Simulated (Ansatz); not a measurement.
CH$_{9}$BSiSn (`[SiH3]B[CH2][SnH3]`). Charge 0, multiplicity 1. Sn takes the def2 core potential. The structure was optimised at the PBE0-D4/def2-TZVP level. It is one conformer, not always the lowest.

```xyz
13

Si   -1.605    0.184   -1.329
B    -0.144   -0.926   -0.491
C     0.086   -0.957    1.002
Sn    1.515    0.737    0.890
H    -1.174    0.892   -2.568
H    -2.740   -0.711   -1.705
H    -2.147    1.211   -0.388
H     0.606   -1.537   -1.204
H     0.684   -1.754    1.443
H    -0.680   -0.586    1.683
H     1.634    1.399   -0.677
H     3.029    0.127    1.374
H     0.938    1.920    1.969
```

**Question.** What is the dipole moment at B3LYP/def2-TZVPP? (Best estimate.)

**Answer.** The calculation gave: 2.00 D, with components (1.21, -0.06, 1.59) D in this frame, pointing from negative to positive charge.

**Question.** And with PBE, r2SCAN, ωB97M-V? (Estimate.)

**Answer.** Computed: PBE 2.10 D, r2SCAN 2.05 D, ωB97M-V 2.03 D.

**Question.** Give the Mulliken charges with B3LYP, ωB97M-V, r2SCAN in def2-TZVPP. (An estimate is asked.)

**Answer.** Computed: 
```
atom  B3LYP  ωB97M-V  r2SCAN
 Si1   0.10     0.02    0.15
  B2  -0.09    -0.17   -0.11
  C3  -0.38    -0.43   -0.33
 Sn4   0.58     0.44    0.54
  H5  -0.07    -0.03   -0.08
  H6  -0.07    -0.03   -0.08
  H7  -0.09    -0.04   -0.09
  H8   0.03     0.10    0.01
  H9   0.15     0.18    0.14
 H10   0.15     0.18    0.14
 H11  -0.10    -0.06   -0.09
 H12  -0.11    -0.07   -0.11
 H13  -0.11    -0.07   -0.10
```

B3LYP here is the variant with VWN-RPA as its local correlation; programs differ in this.
